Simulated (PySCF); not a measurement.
First SCF of a structure search on singlet Cr(OH)₂, at a hand-made PBE0 minimum (heavy-atom frame) geometry. PySCF input:

```python
from pyscf import gto, scf, dft
mol = gto.M(atom='''
Cr     0.175770     0.000000    -0.000000
O     -0.230040     1.670140     0.000000
O     -0.230040    -1.670140     0.000000
H     -0.878390     2.372570    -0.000000
H     -0.878390    -2.372570    -0.000000''',
    basis={'Cr': 'def2-TZVP', 'O': 'def2-TZVP', 'H': 'def2-TZVP'},
    charge=0, spin=0)
mf = dft.RKS(mol, xc='PBE0')
mf.grids.atom_grid = (50, 194)
aux = {'Cr': 'def2-universal-JKFIT', 'O': 'def2-universal-JKFIT', 'H': 'def2-universal-JKFIT'}
mf = mf.density_fit(auxbasis=aux)
mf.conv_tol = 1e-08
mf.diis_space = 10
mf.max_cycle = 60
mf.init_guess = 'minao'
mf.verbose = 4
mf.kernel()
```

Excerpt of the output (cycles and frontier levels):

```
init E= -1195.58862243556
  HOMO = -0.318147302876065  LUMO = -0.294126581661373  gap/eV = 0.65364
cycle= 1 E= -1195.37899829329  delta_E= 0.21  |g|= 1.37  |ddm|= 2.47
  HOMO = 0.0831570528686418  LUMO = 0.0938806948497038  gap/eV = 0.29181
cycle= 2 E= -1190.67849263477  delta_E=  4.7  |g|= 3.78  |ddm|= 12.9
  HOMO = -0.308125246339833  LUMO = -0.242900492387143  gap/eV = 1.77486
cycle= 3 E= -1194.47886013081  delta_E= -3.8  |g|= 2.88  |ddm|= 12.9
  HOMO = -0.307107215076817  LUMO = -0.234059292267418  gap/eV = 1.98774
cycle= 4 E= -1195.07568736583  delta_E= -0.597  |g|=    2  |ddm|= 0.28
  HOMO = -0.153119899594153  LUMO = -0.102373665916346  gap/eV = 1.38088
cycle= 5 E= -1195.67886877578  delta_E= -0.603  |g|= 0.346  |ddm|= 0.62
  HOMO = -0.124495172804836  LUMO = -0.0785915078789969  gap/eV = 1.24910
cycle= 6 E= -1195.69991699131  delta_E= -0.021  |g|= 0.099  |ddm|= 0.206
  HOMO = -0.129522278588528  LUMO = -0.0801521772135203  gap/eV = 1.34343
... 10 lines left out ...
cycle= 12 E= -1195.70093159112  delta_E= -3.2e-06  |g|= 0.00175  |ddm|= 0.00344
  HOMO = -0.132698133430176  LUMO = -0.082781108612572  gap/eV = 1.35831
cycle= 13 E= -1195.70093193837  delta_E= -3.47e-07  |g|= 9.78e-05  |ddm|= 0.0052
  HOMO = -0.13271693231155  LUMO = -0.0827369969022271  gap/eV = 1.36002
cycle= 14 E= -1195.7009318992  delta_E= 3.92e-08  |g|= 0.000232  |ddm|= 0.00134
  HOMO = -0.132701635373956  LUMO = -0.0827698080498109  gap/eV = 1.35871
cycle= 15 E= -1195.70093190754  delta_E= -8.35e-09  |g|= 3.29e-05  |ddm|= 0.000376
  HOMO = -0.132708755661572  LUMO = -0.0827806511905678  gap/eV = 1.35861
Extra cycle  E= -1195.7009319068  delta_E= 7.39e-10  |g|= 8.68e-05  |ddm|= 7.3e-05
converged SCF energy = -1195.7009319068
```

This is not the lowest solution: a stability analysis within the same restricted form found one 177.5 kJ/mol lower, at -1195.76854 Eh.

At the minimum of this search the closed-shell solution is unstable towards spin polarisation, so a lower open-shell solution exists.

The search for the lowest solution, with the stability check, took 6.8 s on 4 threads of a shared Arm Neoverse V2 host, with 119 basis functions; the process peaked at 0.44 GiB.
